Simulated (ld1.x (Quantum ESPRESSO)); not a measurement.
**What the settings do to the TM potential of Pb**

Base potential:

lead, norm-conserving Troullier–Martins (Kleinman–Bylander form), made with ld1.x (Quantum ESPRESSO) 7.5 (PBE, scalar-relativistic). Core [Xe] 4f14, reference 5d10 6s2 6p2. Waves: 6s (bound): rc 1.50 bohr; 6p (bound): rc 2.75 bohr; 5d (bound): rc 1.60 bohr. Local part: all-electron potential smoothed inside 1.70 bohr (lloc = -2). Core correction: none.

All-electron outer shells of the reference configuration (PBE, scalar-relativistic, ld1.x):

```
shell  level (eV)  outermost node (bohr)  outermost maximum (bohr)
   4f     -132.89                      –                      0.35
   5p      -85.83                   0.49                      0.88
   5d      -21.18                   0.52                      1.07
   6s      -12.04                   1.01                      1.95
   6p       -3.50                   1.18                      2.67
```

Cutoffs, loose and tight: the cutoffs (Ry, on a coarse ladder) from which the occupation-weighted sum of valence levels, in a spherical-Bessel basis at the reference potential, stays within 10 and 1 mRy of its value at 400 Ry. They do not see the model core or the augmentation charge, which bear on the density cutoff. Test errors are all-electron minus pseudo excitation energies from the reference, over the configurations 5d10 6s2 6p1; 5d10 6s2 6p0; 5d10 6s1 6p0; 5d10 6s0 6p4; 5d10 6s1 6p3; 5d10 6s2 6p1.5; 5d10 6s2 6p2.3. A dash means not determined; rows that change the core or the reference have their own tests. The largest error is taken over the tests solved by every variant that gives reliable tests at all: 5d10 6s1 6p0; 5d10 6s2 6p0; 5d10 6s2 6p1.5; 5d10 6s2 6p2.3.

A true bound ghost makes a file unfit for plane-wave use even where its test errors are small: the radial tests pick states by their node count and pass the ghost by. Where a test does run into it, the solver fails or the error is huge.

| change | outcome | cutoff, loose | cutoff, tight | bound ghosts | largest test error (meV) |
| --- | --- | --- | --- | --- | --- |
| base | generated | 60 Ry | 160 Ry | s | +71 |
| local potential all-electron potential smoothed inside 1.04 bohr (lloc = -2) | generated | 60 Ry | 160 Ry | s, p | +22 |
| local potential all-electron potential smoothed inside 1.60 bohr (lloc = -2) | generated | 60 Ry | 160 Ry | s | +607 |
| local potential all-electron potential smoothed inside 1.88 bohr (lloc = -2) | generated | 60 Ry | 160 Ry | none | +34 |
| local potential all-electron potential smoothed inside 2.16 bohr (lloc = -2) | generated | 70 Ry | 160 Ry | none | +24 |
| local potential all-electron potential smoothed inside 2.34 bohr (lloc = -2) | generated | 70 Ry | 160 Ry | none | +18 |
| local potential all-electron potential smoothed inside 2.62 bohr (lloc = -2) | generated | 70 Ry | 160 Ry | s | -14 |
| local potential all-electron potential smoothed inside 2.98 bohr (lloc = -2) | generated | 80 Ry | 160 Ry | s | -80 |
| local potential all-electron potential smoothed inside 3.18 bohr (lloc = -2) | generated | 60 Ry | 160 Ry | none | +196 |

**Question.** What comes out with this change to the base: local potential all-electron potential smoothed inside 1.32 bohr (lloc = -2)?

**Answer.** outcome: generated; cutoff, loose: 60 Ry; cutoff, tight: 160 Ry; bound ghosts: s, p; largest test error (meV): +15.

Reading the sweep of the rcloc (base included, trends over the rows without a ghost): The loose cutoff stays near 70 Ry. The median size of the test errors (rows with all tests solved) rises from 4.4 meV at 1.88 to 33.9 meV at 3.18 bohr. Bound ghosts are found at 1.04, 1.32, 1.6, 1.7, 2.62, 2.98 bohr.
